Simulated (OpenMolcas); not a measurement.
Re5+ (d2) in a complex was computed by CASSCF with the d shell active (OpenMolcas, ANO-RCC-VDZP on the metal). Its lowest spin-free states, and all those of the highest spin:

```json
{"2S+1": "3", "Degeneracy": "1", "E (cm-1)": "0.0"}
{"2S+1": "3", "Degeneracy": "2", "E (cm-1)": "5287"}
{"2S+1": "1", "Degeneracy": "1", "E (cm-1)": "5824"}
{"2S+1": "3", "Degeneracy": "1", "E (cm-1)": "10084"}
{"2S+1": "3", "Degeneracy": "2", "E (cm-1)": "10448"}
{"2S+1": "1", "Degeneracy": "1", "E (cm-1)": "11123"}
{"2S+1": "1", "Degeneracy": "2", "E (cm-1)": "13213"}
{"2S+1": "1", "Degeneracy": "1", "E (cm-1)": "14200"}
{"2S+1": "1", "Degeneracy": "2", "E (cm-1)": "16602"}
{"2S+1": "1", "Degeneracy": "1", "E (cm-1)": "16963"}
{"2S+1": "1", "Degeneracy": "1", "E (cm-1)": "21333"}
{"2S+1": "1", "Degeneracy": "1", "E (cm-1)": "32412"}
{"2S+1": "3", "Degeneracy": "1", "E (cm-1)": "40339"}
{"2S+1": "3", "Degeneracy": "2", "E (cm-1)": "40526"}
{"2S+1": "3", "Degeneracy": "1", "E (cm-1)": "51933"}
```

Task: Is the site octahedral, tetrahedral or cube-like, axial, or of lower symmetry?

Result: The states with 2S+1 = 3 have orbital degeneracies 1, 2, 1, 2, 1, 2, 1. There are pairs but no triples, so the site is axial: not cubic, but with a proper or improper axis of order three or more. The run had Re5+ with 6 ligands (oxide, bromide on the axis) in tetragonal octahedral coordination (D4h) at 2.09 Å, the axial distance 2.654 Å. A charge of +0.833 e stands 2.6 Å behind each ligand. Ligand basis ANO-RCC-VDZP.

Spin-orbit coupling mixes the spin-free states strongly: the lowest level takes only 69 % from its leading state, an unlabelled state of the same spin as most of the rest. Without dynamic correlation the repulsion within the d shell is too large (B by tens of per cent), so at a given field states of lower spin stand too high. The least metal-like active orbital is 65 % on the metal (Löwdin) and no ligand orbital is active, so the numbers are rough. The oxide ions are held by bare point charges, a crude embedding. With metal d orbitals alone the field can be off either way by tens of per cent. Ligand-to-metal charge-transfer states are missing. With no ligand orbital active B as a rule stays too high, so bands that hang on it stand too high and its fall with covalency is understated. The distance lies 7 % over the 1.96 Å that this model takes as the normal distance (a Shannon-type radius plus a fixed donor radius); by an R⁻⁵ law this alone changes a d-shell field by about -27 %. No measured value stands beside these numbers; the geometry was imposed, not optimised, and the real ion may take another.
